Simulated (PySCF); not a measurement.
**Mayer bond orders and bond lengths**

Adamantane, C10H16.
SMILES with atom numbers: `[CH2:1]1[C@H:2]2[CH2:3][C@H:4]3[CH2:5][C@@H:6]1[CH2:7][C@@H:8]([CH2:9]2)[CH2:10]3` (hydrogens: H11, H12 on C1; H13 on C2; H14, H15 on C3; H16 on C4; H17, H18 on C5; H19 on C6; H20, H21 on C7; H22 on C8; H23, H24 on C9; H25, H26 on C10)

Structure used (GFN2-xTB), in Å, numbered top down from 1:
```xyz
26
C10H16 angstrom
C     -1.477   -0.961    0.096
C     -1.416    0.535   -0.210
C     -0.765    1.269    0.961
C      0.651    0.735    1.171
C      0.592   -0.761    1.478
C     -0.061   -1.494    0.307
C      0.763   -1.267   -0.960
C      0.823    0.228   -1.266
C     -0.593    0.763   -1.477
C      1.475    0.963   -0.095
H     -2.076   -1.133    0.994
H     -1.955   -1.491   -0.731
H     -2.432    0.918   -0.361
H     -1.357    1.121    1.868
H     -0.731    2.342    0.754
H      1.119    1.262    2.011
H      1.601   -1.147    1.643
H      0.016   -0.930    2.391
H     -0.104   -2.568    0.527
H      0.310   -1.801   -1.799
H      1.774   -1.659   -0.821
H      1.414    0.392   -2.174
H     -0.557    1.830   -1.710
H     -1.061    0.251   -2.322
H      1.533    2.032   -0.314
H      2.494    0.596    0.052
```

Bond orders from the PBE0/pcSseg-1 density (PySCF). Isolated species at its GFN2-xTB geometry, gas phase.

Problem. How far do the computed orders between heavy atoms stray from the drawn ones?

Solution. The largest departure is 0.007, at C1–C2 (drawn single, 1.007), C2–C3 (drawn single, 1.007), C3–C4 (drawn single, 1.007), C4–C5 (drawn single, 1.007) and 8 more.

Problem. Give the Mayer order of every bond between heavy atoms, beside its length.

Solution. 
```
  bond  drawn as  length (Å)  Mayer order
 C1–C2    single       1.528        1.007
 C2–C3    single       1.528        1.007
 C3–C4    single       1.528        1.007
 C4–C5    single       1.528        1.007
 C5–C6    single       1.528        1.007
 C6–C7    single       1.528        1.007
 C7–C8    single       1.528        1.007
 C8–C9    single       1.528        1.007
C8–C10    single       1.528        1.007
 C6–C1    single       1.528        1.007
 C9–C2    single       1.528        1.007
C10–C4    single       1.528        1.007
```

Problem. And the bonds to hydrogen?

Solution. C–H: 0.95 to 0.96 (16 bonds).

Problem. Sum the orders of all bonds at each heavy atom with more than one neighbour and set the sums beside the valence in the SMILES.

Solution. C1 3.910 (drawn 4), C2 3.978 (drawn 4), C3 3.910 (drawn 4), C4 3.978 (drawn 4), C5 3.910 (drawn 4), C6 3.978 (drawn 4), C7 3.910 (drawn 4), C8 3.978 (drawn 4), C9 3.910 (drawn 4), C10 3.910 (drawn 4). Orders between atoms that aren't bonded are not in these sums.

Mayer orders depend on the basis set.

The run behind these numbers computed NMR shieldings as well. Hardware: x86-64 server, one thread, shared host. Cost: 93 s of wall time.
